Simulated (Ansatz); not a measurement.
Abridged output of a molecular run in Ansatz:

```
Functional definition: HF
1356 factors; integrals over basis functions are off by at most 1.3e-3 eV
mean field evaluation 1: about -13451.3317 eV, gradient 4.8e1 eV
mean field evaluation 2: about -13451.5563 eV, gradient 4.8e1 eV
mean field evaluation 4: about -13456.1156 eV, gradient 3.9e0 eV
mean field evaluation 8: about -13456.1885 eV, gradient 3.6e-1 eV
mean field evaluation 16: about -13456.1891 eV, gradient 1.6e-6 eV
mean field -13456.18908413 eV, -494.5058279091 hartree, gradient 1.6e-6 eV, S^2 0.000000; 0 other end points of the search recorded, 0 dependent functions left out
9 core orbitals not correlated: weight in the atoms' cores, before any rotation towards them, 1.000 or more for the frozen orbitals, at most 0.000 for the correlated occupied ones
reference -13456.18908413 eV, -494.5058279091 hartree; 14, 14 occupied and 199, 199 virtual orbitals, 1356 factors
second order -23.94978142 eV of doubles, -0.00000000 eV of singles
cycle   1  -23.91843562 eV  change    3.1e-2 eV  update   1.1e-1
cycle   2  -24.47674750 eV  change   -5.6e-1 eV  update   3.4e-2
cycle   3  -24.62820364 eV  change   -1.5e-1 eV  update   1.8e-2
cycle   4  -24.61240374 eV  change    1.6e-2 eV  update   4.4e-3
cycle   5  -24.61032814 eV  change    2.1e-3 eV  update   1.8e-3
cycle   6  -24.61162721 eV  change   -1.3e-3 eV  update   5.5e-4
cycle   7  -24.61138620 eV  change    2.4e-4 eV  update   2.1e-4
cycle   8  -24.61125995 eV  change    1.3e-4 eV  update   8.1e-5
cycle   9  -24.61128891 eV  change   -2.9e-5 eV  update   3.5e-5
cycle  10  -24.61130064 eV  change   -1.2e-5 eV  update   1.0e-5
perturbative correction -0.90956197 eV, -0.0334257860 hartree
Total energy: -13481.70994674 eV, -495.4437023116 hartree
```

Its atoms:

Cartesian coordinates in Å:
```
C 0.5957 -0.8249 -1.6686
C 0.5356 -0.4443 -0.4009
O -0.4601 0.3141 0.0950
Al -0.8974 0.9882 1.5749
F -2.2868 1.8595 1.5960
H -0.1688 -0.5386 -2.3801
H 1.4225 -1.4345 -2.0057
H 1.3079 -0.7359 0.3112
H -0.0487 0.8163 2.8783
```

(1) Which basis set was used?
A. def2-QZVPP
B. cc-pV(D+d)Z
C. def2-TZVPPD
D. def2-TZVPP

(2) Write the keys of the input that set method, charge and spin (a neutral closed shell needs none for the last two).

Answers

(1) D. It gives 222 functions.

(2) 
```yaml
correlation: {method: ccsd_t}
```
